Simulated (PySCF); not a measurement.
Species: C7H14GeO.
SMILES with atom numbers: `[GeH3:1][O:2][CH:3]1[CH2:4][CH2:5][CH:6]=[CH:7][CH2:8][CH2:9]1` (hydrogens: H10, H11, H12 on Ge1; H13 on C3; H14, H15 on C4; H16, H17 on C5; H18 on C6; H19 on C7; H20, H21 on C8; H22, H23 on C9)

The calculation used PBE0-D3(BJ)/def2-SVP geometry optimisation, gas phase (PySCF 2.14.0).

(1) What internal coordinates does the optimisation give?

## Answers

(1) 
| bond | length (Å) | order |
| --- | --- | --- |
| Ge1–O2 | 1.783 | single |
| O2–C3 | 1.411 | single |
| C3–C4, C3–C9 | 1.524 | single |
| C4–C5, C8–C9 | 1.530 | single |
| C5–C6, C7–C8 | 1.503 | single |
| C6=C7 | 1.337 | double |
| Ge1–H10, Ge1–H12 | 1.538 | single |
| Ge1–H11 | 1.544 | single |
| C3–H13 | 1.113 | single |
| C4–H14, C9–H22 | 1.103 | single |
| C4–H15, C9–H23 | 1.103 | single |
| C5–H16, C8–H21 | 1.107 | single |
| C5–H17, C8–H20 | 1.100 | single |
| C6–H18, C7–H19 | 1.095 | single |

Bonds in one row agree within 0.01 Å and their mean is given. Orders are formal, as drawn. A selection of angles:
| angle | degrees |
| --- | --- |
| Ge1–O2–C3 | 122.2 |
| O2–C3–C4 | 110.6 |
| O2–C3–C9 | 106.2 |
| C4–C3–C9 | 115.1 |
| C3–C4–C5 | 115.3 |
| C4–C5–C6 | 115.1 |
| C5–C6–C7 | 124.8 |

Torsions: Ge1–O2–C3–C4 73° (synclinal); O2–C3–C4–C5 -175° (antiperiplanar); C3–C4–C5–C6 -74° (synclinal); C4–C5–C6–C7 58° (synclinal); C5–C6–C7–C8 0° (synperiplanar); C6–C7–C8–C9 -57° (synclinal); C7–C8–C9–C3 74° (synclinal); O2–C3–C9–C8 172° (antiperiplanar). The mirror-image conformer, all signs reversed, is as good.

Ge1 (germanium bonded to O and 3 H) is distorted tetrahedral (angles from 104.6° to 112.1°). The 7-membered ring C3–C4–C5–C6–C7–C8–C9 has internal angles of 115.1° to 124.8°; it is puckered, 0.27 Å rms from its mean plane, widest ring torsion 74°. The 7 C–C bonds span 1.337 Å (C6=C7, drawn double) to 1.530 Å (C4–C5, drawn single), a spread of 0.193 Å. Of the pairs four or more bonds apart, H13···H16 is among the closest relative to their van der Waals radii: 2.47 Å, 103 % of the sum of Bondi's values.

Point group: C1 (no symmetry element, even within 0.4 Å). No frequency check. One conformer, not necessarily the lowest.

Hardware: an Arm Neoverse V1 with one thread, no GPU, shared host with 32 logical CPUs at a one-minute load of 13. Cost: 6.0 min of wall time, 1.1 GiB resident at most. These figures are those of the optimisation.
